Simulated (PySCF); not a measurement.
# [WO3Br]− at several levels of theory

Computed with PySCF 2.14.0 (density fitting, no spin-orbit coupling) at the geometry relaxed with TPSS:

```xyz
5
[WO3Br]− (singlet)
W     0.2842   -0.2842    0.2842
O     1.3113    0.7095    1.3113
O    -0.7095   -1.3113    1.3113
O     1.3113   -1.3113   -0.7095
Br   -1.1796    1.1796   -1.1796
```

| level | basis | state | HOMO (eV) | gap (eV) | charge on W1 (e) | dipole about the centre of mass (D) | largest force component (eV/Å) |
| --- | --- | --- | --- | --- | --- | --- | --- |
| TPSS | W def2-SVP with ECP60, O def2-SVP, Br def2-SVP | singlet | -1.85 | 4.86 | 0.85 | 2.97 | 0.02 |
| r2SCAN | the same | singlet | -2.16 | 5.13 | 0.92 | 3.05 | 0.37 |
| TPSSh | the same | singlet | -2.51 | 5.78 | 0.92 | 3.05 | 0.31 |
| wB97X | the same | singlet | -5.80 | 11.55 | 0.94 | 3.21 | 1.03 |
| TPSS | W def2-TZVP with ECP60, O def2-TZVP, Br def2-TZVP | singlet | -2.04 | 4.77 | 1.29 | 3.02 | 0.08 |
| TPSS | W x2c-SVPall, O x2c-SVPall, Br x2c-SVPall | singlet | -1.98 | 4.63 | 0.67 | 3.06 | 0.61 |

Charges are Mulliken's, which hang on the basis. The relaxation used the grid (50, 194), these runs (75, 302) or, all-electron (x2c bases, spin-free X2C Hamiltonian), (99, 590).

Problem. What does HF with W def2-SVP with ECP60, O def2-SVP, Br def2-SVP give here?

Solution. state singlet, HOMO (eV) -7.33, gap (eV) 13.95, charge on W1 (e) 1.51, dipole about the centre of mass (D) 3.91, largest force component (eV/Å) 2.26. Time: 3.1 s on 2 threads of Arm Neoverse V1, on a shared host, from an already converged density.

In the first row's basis the gap widens with exact exchange: 4.9 to 5.1 eV for TPSS, r2SCAN (none); 5.8 eV for TPSSh (a fixed share); 11.5 to 14.0 eV for wB97X, Hartree–Fock (rising or full at long range).

No frequency check is given that shows the relaxed geometry to be a minimum.
